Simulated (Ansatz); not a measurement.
Geometry optimisation, Ansatz 0.2.0, RKS B3LYP-D4/def2-SVP.

The input (input.yaml):

```yaml
crystal:
  periodic: [false, false, false]
  atoms:
    - { symbol: S, position_ang: [-1.71419, -0.56921, 0.67041] }
    - { symbol: Te, position_ang: [0.39083, -1.26315, -0.24399] }
    - { symbol: Te, position_ang: [1.52953, 1.1323, -0.73039] }
    - { symbol: H, position_ang: [-2.41997, -0.55566, -0.45251] }
    - { symbol: H, position_ang: [2.2138, 1.25572, 0.75648] }
basis:
  gaussian: { orbitals: def2-SVP }
hamiltonian:
  xc: b3lyp
  dispersion: d4
relax:
  f_tol: 0.015
  max_steps: 40
output:
  orbitals: {}
```

Launched with:

```bash
$ ansatz run input.yaml --threads 1 --pin off --max-ram 2048MiB --backend cpu --events-out ev --progress --plain --runs-dir out
```

**Question.** Where does it end, and by what steps?

**Answer.** The forces met the threshold. After 5 steps the energy has fallen by 0.065 eV; S1 moved furthest, 0.11 Å.

| step | energy less start (eV) | largest force component (eV/Å) | accepted |
| --- | --- | --- | --- |
| 0 | 0.0000 | 1.027 | yes |
| 1 | 0.0435 | 0.828 | no |
| 2 | -0.0614 | 0.161 | yes |
| 3 | -0.0607 | 0.097 | no |
| 4 | -0.0645 | 0.037 | yes |
| 5 | -0.0648 | 0.014 | yes |

```xyz
5
Properties=species:S:1:pos:R:3
S -1.789 -0.644 0.706
Te 0.380 -1.268 -0.243
Te 1.590 1.145 -0.757
H -2.452 -0.538 -0.471
H 2.272 1.305 0.766
```

Whether the end is a true minimum wasn't checked by a vibrational analysis.

The run took 33 s on 1 CPU thread of a shared host.
